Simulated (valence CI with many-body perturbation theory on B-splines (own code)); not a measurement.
Energy levels of Cl12+

Level of theory: valence CI with perturbative core correlation (CI+MBPT): three valence electrons over a frozen Dirac-Fock core [He], a basis of 11 s, 11 p, 10 d, 8 f, 5 g, 2 h functions for each j, with the one-electron correlation potential Σ1 (screened to all orders), the two-electron term Σ2, the three-electron term Σ3, Breit, model QED; selected single and double excitations, second order for the rest, scaled by the run's own slope (own B-spline code, finite nucleus).

No measured levels were compared; by estimate levels of excited configurations hold to 0.05 to 0.15 % of their energy, terms of the ground configuration to about 0.5 %.

Levels 1 to 45 of 188, with energies above the lowest level, 2s²2p ²P°_1/2. "Leading %" is the weight of the configuration and term that name the level; weights of strongly mixed levels are sums over their largest components and can fall short, so below about 35 % the name and the second component can differ from the true leading terms, or belong to a minority configuration. Lifetimes count E1, E2, E3, M1 and M2 decay at the calculated energies, and are blank where another channel may lead or the interval is too uncertain; long ones can be off by a factor of two.

| No. | Configuration | Term | J | E (Ry) | Leading % | Second component | g | Lifetime |
| --- | --- | --- | --- | --- | --- | --- | --- | --- |
| 1 | 2s²2p | ²P° | 1/2 | 0.000 | 97 |  | 0.664 |  |
| 2 | 2s²2p | ²P° | 3/2 | 0.159 | 97 |  | 1.333 | 21.0 ms |
| 3 | 2s2p² | ⁴P | 1/2 | 1.924 | 100 |  | 2.666 | 359 ns |
| 4 | 2s2p² | ⁴P | 3/2 | 1.983 | 100 |  | 1.733 | 2.68 μs |
| 5 | 2s2p² | ⁴P | 5/2 | 2.064 | 100 |  | 1.598 | 708 ns |
| 6 | 2s2p² | ²D | 3/2 | 3.444 | 99 |  | 0.800 | 309 ps |
| 7 | 2s2p² | ²D | 5/2 | 3.449 | 100 |  | 1.200 | 359 ps |
| 8 | 2s2p² | ²S | 1/2 | 4.346 | 86 | 14 % 2s2p² ²P | 1.817 | 74.1 ps |
| 9 | 2s2p² | ²P | 1/2 | 4.596 | 86 | 14 % 2s2p² ²S | 0.850 | 46.8 ps |
| 10 | 2s2p² | ²P | 3/2 | 4.670 | 99 |  | 1.331 | 43.3 ps |
| 11 | 2p³ | ⁴S° | 3/2 | 6.042 | 100 |  | 1.998 | 47.5 ps |
| 12 | 2p³ | ²D° | 3/2 | 6.832 | 98 |  | 0.809 | 128 ps |
| 13 | 2p³ | ²D° | 5/2 | 6.841 | 100 |  | 1.199 | 127 ps |
| 14 | 2p³ | ²P° | 1/2 | 7.660 | 97 |  | 0.664 | 54.8 ps |
| 15 | 2p³ | ²P° | 3/2 | 7.686 | 95 |  | 1.325 | 55.7 ps |
| 16 | 2s²3s | ²S | 1/2 | 27.076 | 93 | 5 % 2p²3s ²S | 2.002 | 2.46 ps |
| 17 | 2s²3p | ²P° | 1/2 | 28.030 | 90 | 5 % 2p²3p ²P° | 0.665 | 27.3 ps |
| 18 | 2s²3p | ²P° | 3/2 | 28.074 | 90 | 5 % 2p²3p ²P° | 1.334 | 27.1 ps |
| 19 | 2s²3d | ²D | 3/2 | 28.962 | 94 | 5 % 2p²3d ²D | 0.799 | 385 fs |
| 20 | 2s²3d | ²D | 5/2 | 28.974 | 94 | 5 % 2p²3d ²D | 1.200 | 390 fs |
| 21 | 2s2p3s | ⁴P° | 1/2 | 29.049 | 98 |  | 2.662 | 2.10 ps |
| 22 | 2s2p3s | ⁴P° | 3/2 | 29.099 | 98 |  | 1.730 | 2.08 ps |
| 23 | 2s2p3s | ⁴P° | 5/2 | 29.198 | 98 |  | 1.600 | 2.04 ps |
| 24 | 2s2p3s | ²P° | 1/2 | 29.518 | 95 |  | 0.670 | 2.78 ps |
| 25 | 2s2p3s | ²P° | 3/2 | 29.626 | 94 |  | 1.335 | 2.56 ps |
| 26 | 2s2p3p | ⁴D | 1/2 | 29.899 | 64 | 33 % 2s2p3p ²P | 0.236 | 2.79 ps |
| 27 | 2s2p3p | ⁴D | 3/2 | 29.943 | 69 | 27 % 2s2p3p ²P | 1.243 | 3.46 ps |
| 28 | 2s2p3p | ²P | 1/2 | 29.995 | 61 | 35 % 2s2p3p ⁴D | 0.442 | 1.44 ps |
| 29 | 2s2p3p | ²P | 3/2 | 30.014 | 61 | 29 % 2s2p3p ⁴D | 1.321 | 1.49 ps |
| 30 | 2s2p3p | ⁴D | 5/2 | 30.022 | 98 |  | 1.373 | 1.00 ns |
| 31 | 2s2p3p | ⁴D | 7/2 | 30.110 | 99 |  | 1.428 | 1.41 ns |
| 32 | 2s2p3p | ⁴S | 3/2 | 30.201 | 86 | 8 % 2s2p3p ⁴P | 1.939 | 15.2 ps |
| 33 | 2s2p3p | ⁴P | 1/2 | 30.291 | 98 |  | 2.656 | 81.2 ps |
| 34 | 2s2p3p | ⁴P | 3/2 | 30.347 | 89 | 8 % 2s2p3p ⁴S | 1.740 | 49.3 ps |
| 35 | 2s2p3p | ⁴P | 5/2 | 30.385 | 94 | 4 % 2s2p3p ²D | 1.581 | 18.8 ps |
| 36 | 2s2p3p | ²D | 3/2 | 30.422 | 95 |  | 0.821 | 853 fs |
| 37 | 2s2p3p | ²D | 5/2 | 30.524 | 94 | 4 % 2s2p3p ⁴P | 1.216 | 878 fs |
| 38 | 2s2p3d | ⁴F° | 3/2 | 30.709 | 97 |  | 0.413 | 16.3 ps |
| 39 | 2s2p3d | ⁴F° | 5/2 | 30.739 | 96 |  | 1.037 | 9.08 ps |
| 40 | 2s2p3p | ²S | 1/2 | 30.772 | 97 |  | 1.994 | 788 fs |
| 41 | 2s2p3d | ⁴F° | 7/2 | 30.786 | 96 |  | 1.244 | 7.16 ps |
| 42 | 2s2p3d | ⁴F° | 9/2 | 30.856 | 100 |  | 1.333 | 4.26 ns |
| 43 | 2s2p3d | ⁴D° | 5/2 | 30.970 | 49 | 27 % 2s2p3d ⁴P° | 1.394 | 348 fs |
| 44 | 2s2p3d | ⁴D° | 1/2 | 30.971 | 93 |  | 0.085 | 256 fs |
| 45 | 2s2p3d | ⁴D° | 3/2 | 30.971 | 78 | 11 % 2s2p3d ⁴P° | 1.221 | 283 fs |

Names give the largest LS component (configuration and term), which can be under half, so a name can repeat, a term be missing and a line seem to break the LS rules; names also repeat where a configuration has a term twice.

The ionisation energy to 2s² ¹S0 of the next ion comes out as 656.27 eV (NIST: 656.3 ± 0.12 eV (semi-empirical)). All 188 levels together are meant to be complete up to 40.965 Ry.
